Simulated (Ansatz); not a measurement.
Stepwise reaction of `[SiH3][SiH2]Cl` with water, as a gas-phase model of exchange steps in deposition or etching. ΔE in kJ/mol.

Gas-phase electronic energies from Ansatz, PBE0-D4/def2-TZVP geometries. CBS: MP2 limit from def2 TZ/QZ plus the TZ coupled-cluster correction, frozen cores. This one scheme is used for every species. Functionals use def2-TZVPP. B3LYP here is the variant with VWN-RPA as its local correlation; programs differ in this. Each species was taken in one conformer, which may not be the lowest.

| step | reaction | PBE-D4 | B3LYP-D4 | ωB97M-V | CCSD(T)/CBS |
| --- | --- | --- | --- | --- | --- |
| 1 | `[SiH3][SiH2]Cl` + H₂O → `O[SiH2][SiH2]Cl` + H₂ | -54.4 | -60.8 | -59.8 | -57.0 |
| 2 | `O[SiH2][SiH2]Cl` + H₂O → `O[SiH](O)[SiH2]Cl` + H₂ | -78.9 | -86.3 | -86.0 | -83.4 |

Question: By hand: ΔE of the 2 steps together at CCSD(T)/CBS.

Answer: (-57.0) + (-83.4) = -140.4 kJ/mol, or -70.2 kJ/mol a step.

In ΔE each step is lower than the one before. All are downhill at CCSD(T)/CBS. PBE-D4 differs from CCSD(T)/CBS by 2.6 to 4.5 kJ/mol a step. Isolated molecules leave out the surface, adducts and barriers. Largest T1 diagnostic: 0.011.
